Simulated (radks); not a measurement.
The numbers below are computed, except where a source is named.
Initial-state core-level shifts of the technetium ion Tc+ when its valence configuration changes from [Kr] 4d5 5s1. Level of theory: Dirac Kohn-Sham, BLYP, spin-unpolarised, spherical densities, finite nucleus; open shells fill j = l - 1/2 first; Fermi nuclear charge, rms radius 4.4112 fm (a radial shooting solver on a logarithmic mesh with Libxc functionals). Shifts are changes of the shell-averaged eigenvalues in eV (positive: less bound); the change of the density at the nucleus, which sets a Mossbauer isomer shift, is in e/bohr^3, on a base of 1.002e+05.

\begin{tabular}{lrrrrr}
valence & 2s & 2p & 4s & 4p & density at nucleus \\ \hline
4d5.5 5s0.5 & +1.939 & +1.929 & +1.749 & +1.665 & -9.69 \\
4d6 & +3.725 & +3.708 & +3.391 & +3.233 & -18.31 \\
4d4.5 5s1 5p0.5 & -2.677 & -2.666 & -2.441 & -2.345 & +2.64 \\
4d4.5 5s1.5 & -2.084 & -2.074 & -1.844 & -1.751 & +10.86 \\
4d4 5s2 & -4.307 & -4.286 & -3.771 & -3.576 & +22.96 \\
4d4 5s1 5p1 & -5.477 & -5.454 & -4.941 & -4.735 & +5.57 \\
4d4 5p2 & -6.595 & -6.570 & -6.057 & -5.840 & -13.11 \\
4d2 5p4 & -19.234 & -19.153 & -16.651 & -15.883 & -4.27 \\
4d5 5p1 & -1.169 & -1.168 & -1.188 & -1.183 & -16.19 \\
\end{tabular}
